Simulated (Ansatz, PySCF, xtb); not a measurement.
Lewis adduct: AlH3 (SMILES [AlH3]) (first 4 atoms) with H2S (SMILES S); geometry from B3LYP-D3(BJ)/def2-TZVP, rigid monomers moved along the line of their centres of mass till Al1···S5 is 4.64 Å.
(charge 0, multiplicity 1):
```xyz
7

Al    -0.252    -0.126     0.492
H     -1.002    -1.493     0.800
H     -1.117     1.197     0.339
H      1.197    -0.184    -0.156
S      1.223     0.800     4.789
H      1.729    -0.409     5.092
H      0.076     0.564     5.450
```

Interaction energies are E(AB) − E(A) − E(B) at the monomers' geometry in the complex; basis-set methods are counterpoise corrected. Rows marked so take none.

Frozen-core correlation. CBS: X⁻³ extrapolation of the correlation energy, Hartree–Fock from the larger set. Rows in 6-311+G**, 6-31G*, STO-3G carry no dispersion term and start afresh at each structure (6-31G* with six Cartesian d functions). MP2/6-31G* freezes PySCF's default core.

Programs: Ansatz (a program for electronic structure); PySCF for 6-311+G** rows, 6-31G* rows, STO-3G rows; xtb for the GFN methods. Each number belongs to the level named beside it.

```json
[
 {"level": "GFN1-xTB", "interaction energy (kcal/mol)": "-3.74"},
 {"level": "HF/STO-3G (no counterpoise)", "interaction energy (kcal/mol)": "-0.64"},
 {"level": "HF/6-31G* (no counterpoise)", "interaction energy (kcal/mol)": "-1.72"},
 {"level": "B3LYP/6-31G* (no counterpoise)", "interaction energy (kcal/mol)": "-1.70"},
 {"level": "B3LYP/6-311+G** (no counterpoise)", "interaction energy (kcal/mol)": "-1.47"},
 {"level": "MP2/6-31G* (no counterpoise)", "interaction energy (kcal/mol)": "…"},
 {"level": "MP2/CBS(aug-cc-pV(D+d)Z, aug-cc-pV(T+d)Z)", "interaction energy (kcal/mol)": "-1.74"},
 {"level": "CCSD/aug-cc-pV(D+d)Z", "interaction energy (kcal/mol)": "-1.68"},
 {"level": "CCSD(T)/CBS(aug-cc-pV(D+d)Z, aug-cc-pV(T+d)Z)", "interaction energy (kcal/mol)": "-1.70"}
]
```

**Question.** What belongs in the gaps?

**Answer.** 
- MP2/6-31G* (no counterpoise), interaction energy (kcal/mol): -1.95
